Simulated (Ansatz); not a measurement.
A made-up structure of MgGaHF, doublet:

F1  (-1.049, -0.387, 0.172)
Mg2  (0.882, 0.177, -0.172)
Ga3  (-1.364, 1.451, 0.589)
H4  (1.573, -1.334, -0.616)
(Å)

It is relaxed with PBE-D4/def2-SVP and then PBE0-D4/def2-TZVP (Ansatz 0.2.0). Atoms count as bonded within 1.22 times the sum of their covalent radii (H–H: 0.88 Å). The end point is not checked to be a true minimum.

Q: Does its bonding change? (A judgement: the text doesn't fix the answer.)

A: The calculation gives: No: no bond forms or breaks.

Where it ends: The first stage lowers the energy by 0.32 eV in 7 steps. It ends as MgGaHF ([F]1[MgH][Ga]1):
```xyz
4
angstrom
F -1.1882 -0.3410 0.2131
Mg 0.6617 -0.1957 -0.1907
Ga -1.3712 1.6559 0.6288
H 1.9403 -1.2122 -0.6785
```

Labels in which every atom is bracketed show which atoms are joined, not bond orders.

For scale, one of the runs: PBE0-D4/def2-TZVP relaxation, 117 basis functions, launched by `ansatz run in.yaml --threads 2 --pin off --events-out ev --progress --plain --max-ram 4352MiB`. Hardware: 2 CPU threads of an Arm Neoverse V2, shared host. Wall time about 27 s.
